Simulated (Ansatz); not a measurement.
Computed with Ansatz on PBE0-D4/def2-TZVP structures; ΔE is electronic, products minus reactants. CCSD(T)/CBS is the MP2 limit (def2-TZVPP, def2-QZVPP) plus CCSD(T) − MP2 in def2-TZVPP, frozen cores. Functionals use def2-TZVPP. Each species was taken in one conformer, which may not be the lowest.

Reaction (cleavage of the Si–Si bond): `O[Si]1([SiH3])[SiH2][SiH2]1` + CH₃NH₂ → `CN[SiH3]` + `O[SiH]1[SiH2][SiH2]1`

| level | ΔE (kJ/mol) |
| --- | --- |
| ωB97X-V | -28.4 |
| ωB97M-V | -30.9 |
| SCS-MP2/def2-TZVPP | -35.8 |
| CCSD/CBS(def2) | -30.3 |

Q: What does CCSD(T)/CBS give? (Estimate.)

A: The calculation gave: -25.7 kJ/mol. The listed levels differ from it by -2.7, -5.2, -10.1, -4.6 kJ/mol.

Largest T1 diagnostic among the species: 0.015.

From PBE to PBE0 (25 % exact exchange), in def2-TZVPP and without D4, ΔE moves by −5.9 kJ/mol. In def2-TZVPP, CCSD(T) changes the Hartree–Fock value by +25.0 kJ/mol (the triples alone add +4.6 kJ/mol) and MP2 by +20.9 kJ/mol.
